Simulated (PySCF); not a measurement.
Record of a relaxation.

C2H10OSi2.
SMILES with atom numbers: `[OH:1][SiH2:2][CH2:3][CH2:4][SiH3:5]` (hydrogens: H6 on O1; H7, H8 on Si2; H9, H10 on C3; H11, H12 on C4; H13, H14, H15 on Si5)

Computed by this run: PBE0-D3(BJ)/def2-SVP geometry optimisation, gas phase (PySCF); density fitting, grid level 1; the optimiser is geomeTRIC in internal coordinates, started from a GFN2-xTB structure with every atom displaced at random (about 0.01 Å). The frame can shift and turn from step to step; on so coarse a grid that alone can change the energy by a few meV, and forces under 0.02 eV/Å are noise.

Step 0: E = -20020.7609 eV, largest atomic force 2.582 eV/Å
```
atom  x, y, z in Å  |  force x, y, z in eV/Å
O1      2.305   -0.490    1.061   -2.248   0.881   0.018
Si2     2.061   -0.168   -0.531   -0.572   0.798  -0.102
C3      0.290    0.542   -0.634    1.498   0.222   0.960
C4     -0.720   -0.431   -0.125   -1.518  -0.031   0.278
Si5    -2.508    0.289   -0.215    1.027  -0.625   0.483
H6      3.091   -0.835    1.386    2.239  -0.987   0.824
H7      2.193   -1.411   -1.294   -0.032  -0.491  -0.501
H8      3.081    0.803   -1.009    0.100   0.156  -0.193
H9      0.252    1.471   -0.024    0.178  -0.134  -0.254
H10     0.087    0.818   -1.648   -0.177   0.410  -1.155
H11    -0.713   -1.355   -0.701    0.011  -0.475  -0.256
H12    -0.508   -0.713    0.912    0.007  -0.076   0.236
H13    -3.507   -0.681    0.260   -0.330  -0.330   0.149
H14    -2.836    0.660   -1.583   -0.142   0.211  -0.768
H15    -2.584    1.485    0.633   -0.042   0.469   0.282
```

Step 1: E = -20020.9559 eV, largest atomic force 0.705 eV/Å
```
atom  x, y, z in Å  |  force x, y, z in eV/Å
O1      2.166   -0.366    1.176    0.557  -0.231   0.366
Si2     1.974   -0.077   -0.452   -0.173  -0.137  -0.300
C3      0.193    0.476   -0.666   -0.066   0.028  -0.156
C4     -0.830   -0.549   -0.149   -0.041   0.052   0.030
Si5    -2.608    0.100   -0.168    0.097   0.073  -0.134
H6      3.013   -0.717    1.504   -0.568   0.240  -0.299
H7      2.179   -1.324   -1.267    0.075   0.014   0.084
H8      2.939    0.953   -0.954   -0.007   0.031   0.040
H9      0.079    1.435   -0.136   -0.011   0.110   0.085
H10     0.010    0.712   -1.736    0.090  -0.080   0.180
H11    -0.787   -1.478   -0.742    0.010   0.001  -0.001
H12    -0.579   -0.838    0.886   -0.002  -0.018   0.028
H13    -3.597   -0.911    0.319    0.041  -0.029   0.008
H14    -2.980    0.493   -1.569   -0.009  -0.026   0.069
H15    -2.716    1.323    0.692    0.007  -0.030  -0.001
```

Step 2: E = -20020.9689 eV, largest atomic force 0.179 eV/Å
```
atom  x, y, z in Å  |  force x, y, z in eV/Å
O1      2.162   -0.370    1.168    0.093  -0.049   0.145
Si2     1.961   -0.085   -0.462   -0.023  -0.020  -0.119
C3      0.189    0.484   -0.659   -0.013   0.064  -0.005
C4     -0.829   -0.540   -0.141   -0.004   0.004   0.018
Si5    -2.602    0.102   -0.172   -0.008   0.018  -0.034
H6      3.007   -0.716    1.474   -0.092   0.034  -0.070
H7      2.186   -1.337   -1.261    0.015   0.003   0.023
H8      2.926    0.950   -0.956    0.000   0.017   0.000
H9      0.082    1.446   -0.126    0.029  -0.027   0.005
H10     0.013    0.716   -1.725    0.005  -0.016   0.014
H11    -0.783   -1.470   -0.734    0.006  -0.008   0.003
H12    -0.582   -0.829    0.895   -0.007   0.002  -0.003
H13    -3.574   -0.925    0.318    0.005  -0.013   0.007
H14    -2.982    0.487   -1.569   -0.006  -0.007   0.011
H15    -2.721    1.320    0.689    0.000  -0.003   0.004
```

Step 3: E = -20020.9702 eV, largest atomic force 0.061 eV/Å
```
atom  x, y, z in Å  |  force x, y, z in eV/Å
O1      2.169   -0.376    1.163   -0.049   0.021   0.029
Si2     1.960   -0.087   -0.467    0.012   0.004  -0.032
C3      0.190    0.490   -0.655    0.000   0.000   0.005
C4     -0.830   -0.532   -0.135    0.002   0.014  -0.004
Si5    -2.606    0.100   -0.173   -0.007  -0.005   0.000
H6      3.014   -0.725    1.454    0.046  -0.025  -0.002
H7      2.186   -1.339   -1.262    0.001  -0.002  -0.001
H8      2.923    0.950   -0.961   -0.006   0.003  -0.001
H9      0.091    1.452   -0.120    0.014  -0.012   0.008
H10     0.013    0.721   -1.720   -0.009   0.005  -0.012
H11    -0.780   -1.464   -0.725    0.005  -0.005   0.006
H12    -0.584   -0.819    0.903   -0.008   0.005   0.001
H13    -3.567   -0.935    0.322    0.003  -0.002   0.003
H14    -2.990    0.476   -1.571   -0.002  -0.002  -0.002
H15    -2.734    1.320    0.685   -0.002   0.001   0.001
```

Step 4: E = -20020.9705 eV, largest atomic force 0.066 eV/Å
```
atom  x, y, z in Å  |  force x, y, z in eV/Å
O1      2.176   -0.383    1.157   -0.055   0.032  -0.018
Si2     1.959   -0.087   -0.473    0.014   0.004   0.011
C3      0.190    0.495   -0.651    0.003  -0.025   0.003
C4     -0.830   -0.525   -0.127    0.005   0.014  -0.011
Si5    -2.609    0.098   -0.172   -0.002  -0.010   0.007
H6      3.023   -0.738    1.435    0.053  -0.030   0.013
H7      2.184   -1.337   -1.270   -0.003  -0.001  -0.009
H8      2.921    0.952   -0.967   -0.004  -0.001  -0.001
H9      0.099    1.456   -0.113    0.004  -0.002   0.005
H10     0.009    0.727   -1.715   -0.011   0.013  -0.007
H11    -0.776   -1.460   -0.713    0.003  -0.004   0.006
H12    -0.586   -0.807    0.911   -0.006   0.005   0.003
H13    -3.562   -0.942    0.329    0.000   0.002   0.002
H14    -2.996    0.461   -1.572    0.000   0.000  -0.004
H15    -2.747    1.322    0.679   -0.002   0.002  -0.001
```

Step 5: E = -20020.9707 eV, largest atomic force 0.048 eV/Å
```
atom  x, y, z in Å  |  force x, y, z in eV/Å
O1      2.186   -0.392    1.147   -0.015   0.021  -0.040
Si2     1.959   -0.085   -0.481    0.004  -0.001   0.033
C3      0.190    0.501   -0.645    0.004  -0.027  -0.001
C4     -0.829   -0.517   -0.117    0.004   0.004  -0.009
Si5    -2.613    0.095   -0.169    0.002  -0.008   0.006
H6      3.034   -0.759    1.409    0.016  -0.015   0.014
H7      2.177   -1.332   -1.286   -0.003   0.001  -0.009
H8      2.917    0.956   -0.976    0.000  -0.003   0.000
H9      0.106    1.460   -0.103   -0.004   0.005   0.001
H10     0.003    0.737   -1.708   -0.008   0.014   0.001
H11    -0.772   -1.457   -0.694    0.003  -0.003   0.005
H12    -0.587   -0.790    0.925   -0.002   0.003   0.003
H13    -3.556   -0.949    0.341   -0.002   0.004   0.001
H14    -3.001    0.440   -1.574    0.001   0.001  -0.002
H15    -2.762    1.325    0.669    0.000   0.002  -0.001
```

Step 6: E = -20020.9707 eV, largest atomic force 0.036 eV/Å
```
atom  x, y, z in Å  |  force x, y, z in eV/Å
O1      2.194   -0.398    1.137    0.015   0.006  -0.032
Si2     1.959   -0.083   -0.488   -0.004  -0.004   0.025
C3      0.189    0.505   -0.641    0.003  -0.012  -0.002
C4     -0.828   -0.513   -0.109    0.000  -0.005  -0.002
Si5    -2.614    0.092   -0.167    0.002  -0.003   0.001
H6      3.041   -0.774    1.391   -0.012  -0.001   0.008
H7      2.172   -1.326   -1.301   -0.001   0.002  -0.004
H8      2.915    0.960   -0.983    0.001  -0.002   0.000
H9      0.109    1.462   -0.095   -0.004   0.005  -0.001
H10    -0.004    0.745   -1.702   -0.004   0.008   0.004
H11    -0.767   -1.457   -0.679    0.003  -0.001   0.002
H12    -0.586   -0.779    0.935    0.001   0.002   0.001
H13    -3.553   -0.952    0.352   -0.002   0.002   0.001
H14    -3.002    0.424   -1.574    0.001   0.001   0.000
H15    -2.770    1.328    0.662    0.001   0.001  -0.001
```

Step 7: E = -20020.9707 eV, largest atomic force 0.024 eV/Å
```
atom  x, y, z in Å  |  force x, y, z in eV/Å
O1      2.198   -0.400    1.131    0.021  -0.002  -0.012
Si2     1.959   -0.082   -0.492   -0.006  -0.004   0.007
C3      0.188    0.506   -0.638    0.001   0.003  -0.001
C4     -0.827   -0.513   -0.104   -0.003  -0.009   0.003
Si5    -2.613    0.090   -0.164    0.001   0.001  -0.002
H6      3.043   -0.782    1.383   -0.019   0.004   0.001
H7      2.168   -1.322   -1.310    0.001   0.001   0.000
H8      2.914    0.962   -0.988    0.001   0.000   0.000
H9      0.109    1.462   -0.092   -0.001   0.001   0.000
H10    -0.010    0.748   -1.698    0.000   0.001   0.003
H11    -0.765   -1.458   -0.672    0.003   0.001   0.000
H12    -0.585   -0.776    0.940    0.001   0.001   0.000
H13    -3.553   -0.951    0.358   -0.001   0.001   0.001
H14    -3.001    0.417   -1.573    0.000   0.000   0.001
H15    -2.770    1.330    0.659    0.002   0.000   0.000
```

**Question.** Summarise the path.

**Answer.** The energy falls by 0.2098 eV from step 0 to step 7; nine tenths of that is first reached at step 1. It falls at every step. The largest force goes from 2.582 to 0.024 eV/Å. Among the bonds O1–H6 changes most (a near tie, within 0.001 Å, with another), from 0.918 to 0.961 Å; the atoms move by 0.054 Å rms after alignment.

What follows is the cost of the whole optimisation. Time: 46 s of wall time; peak memory 0.49 GiB. Hardware: an Arm Neoverse V2 with one thread, no GPU, on a shared host.
